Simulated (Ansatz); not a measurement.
Consider the formal exchange of groups at the Si–C bond: `F[SiH2][CH](F)[SnH3]` + `CC[SiH3]` → `CC[SiH2][SiH2]F` + `F[CH2][SnH3]`.

Computed with Ansatz on PBE0-D4/def2-TZVP structures; ΔE is electronic, products minus reactants. CCSD(T)/CBS adds triple-zeta CCSD(T) − MP2 to the extrapolated MP2 energy (def2 sets, frozen cores). Functionals use def2-TZVPP. B3LYP here is the variant with VWN-RPA as its local correlation; programs differ in this. def2 core potentials past Kr. For Sn outer-core shells are correlated without core-valence functions, which leaves a few kJ/mol of doubt a bond. One conformer a species, not always the lowest.

`F[SiH2][CH](F)[SnH3]`:

Cartesian coordinates in Å:
```
F 1.087 0.816 -1.856
Si 1.578 0.500 -0.361
C 0.034 0.476 0.705
F 0.386 -0.011 1.974
Sn -1.569 -0.765 -0.106
H 2.542 1.555 0.032
H 2.221 -0.835 -0.343
H -0.377 1.482 0.838
H -0.898 -2.197 -0.744
H -2.621 -1.125 1.185
H -2.384 0.104 -1.324
```

`CC[SiH3]`:

Z-matrix (Å, degrees):
```
C
C 1 1.526
H 1 1.093 2 111.4
H 1 1.093 2 111.6 3 120.1
H 1 1.093 2 111.4 3 -119.8
Si 2 1.876 1 113.4 3 59.9
H 2 1.095 1 110.5 3 -178.6
H 2 1.095 1 110.5 3 -61.7
H 6 1.489 2 110.4 1 -59.6
H 6 1.489 2 110.4 1 59.7
H 6 1.489 2 111.1 1 -180.0
```

`CC[SiH2][SiH2]F`:

Cartesian coordinates in Å:
```
C -1.715 -1.299 0.882
C -0.861 -0.615 -0.182
Si 0.584 0.357 0.530
Si 1.849 1.404 -1.142
F 0.900 2.374 -2.009
H -2.141 -0.572 1.578
H -2.545 -1.851 0.433
H -1.127 -2.008 1.471
H -0.461 -1.353 -0.885
H -1.469 0.073 -0.779
H 1.505 -0.548 1.277
H 0.091 1.387 1.490
H 2.442 0.415 -2.083
H 2.948 2.236 -0.582
```

`F[CH2][SnH3]`:

```xyz
8

F    -1.386   -1.447   -0.447
C    -0.507   -0.902    0.475
Sn    0.491    0.825   -0.378
H     0.221   -1.668    0.753
H    -1.073   -0.618    1.366
H    -0.673    1.999   -0.798
H     1.561    1.465    0.790
H     1.365    0.346   -1.761
```

```tsv
level	ΔE (kJ/mol)	difference from CCSD(T)/CBS
PBE-D4	-9.8	-12.6
PBE0-D4	-8.2	-11.0
B3LYP-D4	0.1	-2.7
ωB97X-V	0.1	-2.7
ωB97M-V	6.7	3.9
B2PLYP	1.2	-1.6
PBE	-11.8	-14.6
r2SCAN	-1.9	-4.7
B3LYP	-3.3	-6.1
HF/def2-TZVPP	2.2	-0.6
MP2/def2-TZVPP	7.1	4.3
SCS-MP2/def2-TZVPP	6.9	4.1
CCSD(T)/def2-TZVPP	2.2	-0.6
HF/def2-QZVPP	2.3	-0.5
MP2/def2-QZVPP	7.4	4.6
CCSD/CBS(def2)	2.4	-0.4
CCSD(T)/CBS	2.8	0
```

Largest T1 diagnostic among the species: 0.013.

The D4 term adds +3.4 kJ/mol with B3LYP and +1.6 kJ/mol with PBE0; it sums over pairs of atoms, weighted by their polarisabilities, and B3LYP, whose exchange is more repulsive, gets the larger term.
